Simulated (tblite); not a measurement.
C6H12N2 (charge +1 and doublet state).
Numbering: `[CH2:1]1[CH2:2][N+:3]2[CH2:4][CH2:5][N:6]1[CH2:7][CH2:8]2` (hydrogens: H9, H10 on C1; H11, H12 on C2; H13, H14 on C4; H15, H16 on C5; H17, H18 on C7; H19, H20 on C8)

Computed with GFN2-xTB (tblite), gas phase: L-BFGS steps from a force-field or distance-geometry start until the largest atomic force falls under 0.01 eV/Å.

Step 3: E = -663.7015 eV
```
atom  x, y, z in Å  |  force x, y, z in eV/Å
C1      1.4517    0.4141   -0.4780   -0.074   0.269   0.026
C2      0.3353    1.5333   -0.1997    0.214  -0.053  -0.079
N3     -0.8463    0.8500    0.2116   -0.038   0.038   0.025
C4     -0.6545    0.1408    1.4337    0.178  -0.174   0.054
C5      0.4615   -0.9779    1.1537   -0.198   0.107   0.170
N6      0.8476   -0.8491   -0.2128    0.036  -0.056  -0.024
C7     -0.2378   -1.1136   -1.0991   -0.240   0.108  -0.045
C8     -1.3537    0.0059   -0.8178    0.096  -0.219  -0.123
H9      1.7926    0.5078   -1.5095   -0.108  -0.227  -0.018
H10     2.3067    0.6098    0.1692   -0.044  -0.215   0.098
H11     0.7068    2.2149    0.5648   -0.167  -0.069   0.142
H12     0.1828    2.1140   -1.1108   -0.208  -0.116   0.025
H13    -1.5632   -0.3496    1.7825   -0.109   0.083  -0.225
H14    -0.3026    0.7850    2.2384    0.000   0.208  -0.149
H15     0.0334   -1.9550    1.3778    0.039  -0.061  -0.257
H16     1.2899   -0.8202    1.8451    0.146   0.047  -0.241
H17    -0.6821   -2.0947   -0.9330    0.160  -0.036   0.192
H18     0.0528   -1.0628   -2.1493    0.233   0.083   0.118
H19    -1.5478    0.5490   -1.7422    0.090   0.190   0.098
H20    -2.2782   -0.4911   -0.5277   -0.007   0.095   0.212
```

Step 4: E = -663.7343 eV
```
atom  x, y, z in Å  |  force x, y, z in eV/Å
C1      1.4488    0.4235   -0.4770   -0.041  -0.079   0.031
C2      0.3427    1.5313   -0.2013   -0.067  -0.027   0.015
N3     -0.8355    0.8385    0.2093   -0.236   0.252   0.046
C4     -0.6481    0.1349    1.4363   -0.025   0.046  -0.052
C5      0.4549   -0.9745    1.1591    0.015   0.014  -0.085
N6      0.8361   -0.8377   -0.2099    0.243  -0.254  -0.060
C7     -0.2454   -1.1106   -1.1000    0.026   0.025   0.050
C8     -1.3514   -0.0019   -0.8223    0.024   0.051   0.063
H9      1.7862    0.4955   -1.5096   -0.049  -0.144  -0.049
H10     2.3033    0.5981    0.1742    0.012  -0.135   0.081
H11     0.6977    2.2103    0.5717   -0.111  -0.013   0.113
H12     0.1717    2.1072   -1.1096   -0.147  -0.037  -0.015
H13    -1.5674   -0.3445    1.7692   -0.095   0.054  -0.124
H14    -0.3026    0.7957    2.2295   -0.005   0.146  -0.084
H15     0.0355   -1.9576    1.3637    0.018  -0.085  -0.155
H16     1.2964   -0.8174    1.8308    0.146   0.020  -0.116
H17    -0.6735   -2.0955   -0.9226    0.105  -0.061   0.121
H18     0.0650   -1.0578   -2.1421    0.170   0.040   0.027
H19    -1.5423    0.5589   -1.7364    0.043   0.123   0.062
H20    -2.2773   -0.4857   -0.5163   -0.025   0.065   0.131
```

Q: Estimate the geometry and energy of step 5. (The exact step hangs on the optimiser's Hessian estimate; all steps are aligned on step 4, rigid shifts and turns removed.)

A: E = -663.7450 eV, largest force 0.289 eV/Å
```
atom  x, y, z in Å  |  force x, y, z in eV/Å
C1      1.4475    0.4253   -0.4762   -0.001  -0.186   0.019
C2      0.3440    1.5304   -0.2015   -0.153   0.001   0.049
N3     -0.8355    0.8385    0.2093   -0.196   0.209   0.034
C4     -0.6465    0.1338    1.4363   -0.097   0.121  -0.073
C5      0.4531   -0.9733    1.1597    0.099  -0.041  -0.144
N6      0.8360   -0.8378   -0.2099    0.196  -0.203  -0.041
C7     -0.2473   -1.1094   -1.0995    0.125  -0.030   0.061
C8     -1.3504   -0.0036   -0.8228   -0.021   0.140   0.113
H9      1.7831    0.4890   -1.5102   -0.030  -0.102  -0.031
H10     2.3023    0.5920    0.1771    0.011  -0.098   0.053
H11     0.6928    2.2084    0.5758   -0.087  -0.004   0.076
H12     0.1656    2.1043   -1.1094   -0.107  -0.014  -0.014
H13    -1.5704   -0.3419    1.7628   -0.067   0.047  -0.081
H14    -0.3027    0.8016    2.2251   -0.013   0.098  -0.066
H15     0.0365   -1.9597    1.3565    0.019  -0.060  -0.108
H16     1.3008   -0.8162    1.8240    0.108   0.004  -0.079
H17    -0.6688   -2.0967   -0.9172    0.083  -0.041   0.079
H18     0.0718   -1.0555   -2.1391    0.122   0.020   0.016
H19    -1.5398    0.5641   -1.7333    0.024   0.080   0.053
H20    -2.2773   -0.4827   -0.5104   -0.015   0.057   0.084
```

The energy changes by -0.0108 eV. The first-order estimate −F·Δx gives -0.0135 eV and the mean of the old and new forces, exact on a quadratic surface, -0.0108 eV. The step makes an angle of 47° with the force vector and moves no atom by more than 0.008 Å.

The cost below is that of the whole relaxation. Hardware: one thread, Arm Neoverse V1 (aarch64), no GPU, on a shared host. Cost: under 0.1 s.
